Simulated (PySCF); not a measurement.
# Reading the logs of faulty runs: CClGeH5Si

All numbers below are calculated, not measured. They come from PySCF 2.14.0, an open-source quantum chemistry program, on an isolated molecule that a program drew, which may never have been made. The molecule is CClGeH5Si (charge 0, singlet), drawn as the SMILES string `[CH3][GeH]([SiH])[Cl]`.

Each row is a Hartree-Fock (HF) and frozen-core CCSD(T) single point in the cc-pV(D+d)Z basis, meant for a local HF minimum. Run 1 is clean. Each other run has one planted mistake out of seven kinds, and not every kind appears here: one electron removed, one electron added, multiplicity raised by two, geometry at a saddle point, minimal basis STO-3G, one bond length entered in bohr, all coordinates scaled. The reference is restricted for singlets and unrestricted otherwise, and also for a bond in bohr. Adding or removing an electron swaps singlet and doublet. Electrons count all cores. HOMO and LUMO are orbital energies over both spins, the gradient is its largest component, and the lowest frequency (negative if imaginary) is given only where the gradient is small. Bond lengths are over the 8 bonds as drawn. T1 is the CCSD diagnostic: over 0.02 (restricted) or 0.045 (unrestricted) a single reference is doubtful. Germanium has the cc-pVDZ-PP basis, with a core potential (ECP10MDF) in place of its 10 inner electrons, and its 3s, 3p and 3d shells are frozen in CCSD(T).

Geometry of the clean run:
```xyz
9
CClGeH5Si, angstrom
C     1.6874    2.8715   -0.3484
Ge    0.6765    1.2074   -0.1834
Si   -0.5746    0.1768   -1.9636
Cl    1.9382   -0.3963   -1.2934
H     1.1246    3.6787    0.1279
H     2.6552    2.7810    0.1460
H     1.8380    3.1181   -1.3995
H     0.6861    0.7338    1.2744
H    -1.0293   -0.9164   -1.0263
```

| run | electrons | basis functions | <S^2> | HOMO (eV) | LUMO (eV) | gradient (hartree/bohr) | lowest frequency (cm^-1) | mean bond (Å) | longest bond (Å) | T1 | HF (hartree) | CCSD(T) (hartree) | mistake |
|---|---|---|---|---|---|---|---|---|---|---|---|---|---|
| 1 | 74 | 108 | 0.000 | -8.75 | 1.28 | 9.7e-06 | 75 | 1.6252 | 2.408 | 0.0134 | -1082.59187 | -1083.13157 | no fault |
| 2 | 74 | 108 | 0.714 | -8.80 | 1.22 | 2.4e-02 | - | 1.7464 | 2.408 | 0.0547 | -1082.46201 | -1082.99949 | one bond length entered in bohr |
| 3 | 74 | 108 | 0.000 | -8.30 | 2.14 | 9.9e-02 | - | 1.4659 | 2.172 | 0.0114 | -1082.50052 | -1083.03255 | all coordinates scaled |
| 4 | 75 | 108 | 0.770 | -0.47 | 7.03 | 5.5e-02 | - | 1.6252 | 2.408 | 0.0231 | -1082.57537 | -1083.12621 | ? |
| 5 | 74 | 108 | 2.009 | -6.95 | -0.26 | 3.7e-02 | - | 1.6252 | 2.408 | 0.0184 | -1082.52563 | -1083.04510 | ? |

**Which mistake was planted in run 4, and what did it cost?**

It counts 75 electrons, one more than the clean run, at the same geometry and basis. So the mistake is: one electron added. Subtracting run 1 and multiplying by 627.51 kcal/mol a hartree, the energy moved by 10.4 kcal/mol in HF and 3.4 kcal/mol in CCSD(T).

**Which mistake was planted in run 5, and what did it cost?**

Electrons, basis and geometry are unchanged, and <S^2> is 2.009, beside S(S+1) = 2.00 for a multiplicity of 3. So the mistake is: multiplicity raised by two. Subtracting run 1 and multiplying by 627.51 kcal/mol a hartree, the energy moved by 41.6 kcal/mol in HF and 54.3 kcal/mol in CCSD(T).

Cautions from the logs. Run 2: T1 is over the limit, so its CCSD(T) energy is less reliable; run 4: the added electron raises the CCSD(T) energy, so it isn't bound in this basis.
